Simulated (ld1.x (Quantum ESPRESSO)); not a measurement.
**Pt: one change to a TM potential, before and after**

ld1.x (Quantum ESPRESSO) 7.5 input, shortened:

```
&input
   title='Pt', zed=78., rel=2, dft='PZ', iswitch=3,
   config='[Xe] 4f14 5d8 6s2 6p0', rel_dist='average'
 /
 &inputp
   pseudotype=2, tm=.true., lloc=-1, rcloc=1.65,
   nlcc=.true.
 /
3
6S  1  0   2.00   0.00  2.00  2.00  0.0
5P  2  1   6.00   0.00  1.05  1.05  0.0
5D  3  2   8.00   0.00  1.90  1.90  0.0
 &test
   configts(1)='5p6 5d8 6s2 6p0'
 /
```

Open shells are filled in proportion to 2j + 1 (rel_dist='average').

Change: wave 6s (bound): rc 2.00 bohr becomes 6s (bound): rc 1.58 bohr.

Cutoffs: the cutoffs (Ry, on a coarse ladder) from which the occupation-weighted sum of valence levels, in a spherical-Bessel basis at the reference potential, stays within 10 and 1 mRy of its value at 400 Ry; they do not see the model core or the augmentation charge, which bear on the density cutoff. Errors are all-electron minus pseudo energies relative to the spin-unpolarised reference configuration.

Q: How do hardness, ghosts and transferability respond?

A: The potential gets neither clearly harder nor softer (140 Ry and 230 Ry → 140 Ry and 230 Ry); both files keep a bound ghost (d, p, s); of the 6 tests that both files solve, the error grows in 2 and shrinks in 4 by more than 15 % and 0.3 meV (median size 38.3 → 38.1 meV).

| quantity | base | changed |
| --- | --- | --- |
| cutoff, loose | 140 Ry | 140 Ry |
| cutoff, tight | 230 Ry | 230 Ry |
| loose cutoff by channel (10 mRy a level) | s 12 Ry, p 80 Ry, d 40 Ry | s 35 Ry, p 80 Ry, d 40 Ry |
| bound ghosts | d5/2, s, p1/2 | d5/2, s, p1/2 |
| tests counted (converged, no solver errors) | 6 of 7 | 6 of 7 |
| error for 5p6 5d9 6s1 6p0, meV [ΔE -0.95 eV] | -31 | -22 |
| error for 5p6 5d9 6s0 6p0, meV [ΔE 8.61 eV] | -67 | -45 |
| error for 5p6 5d8 6s0 6p0, meV [ΔE 28.89 eV] | -26 | -31 |
| error for 5p6 5d10 6s0 6p0, meV [ΔE -0.92 eV] | -107 | -74 |
| error for 5p6 5d9 6s0.5 6p0, meV [ΔE 2.92 eV] | -46 | -31 |
| error for 5p5 5d9 6s1 6p0, meV [ΔE 62.50 eV] | -15 | -81 |

Base: Tests not counted: 5p6 5d8 6s1 6p1 (solver errors, printed error +304 meV). Changed file: Tests not counted: 5p6 5d8 6s1 6p1 (solver errors, printed error +302 meV). A true bound ghost makes a file unfit for plane-wave use even where its test errors are small: the radial tests pick states by their node count and pass the ghost by.
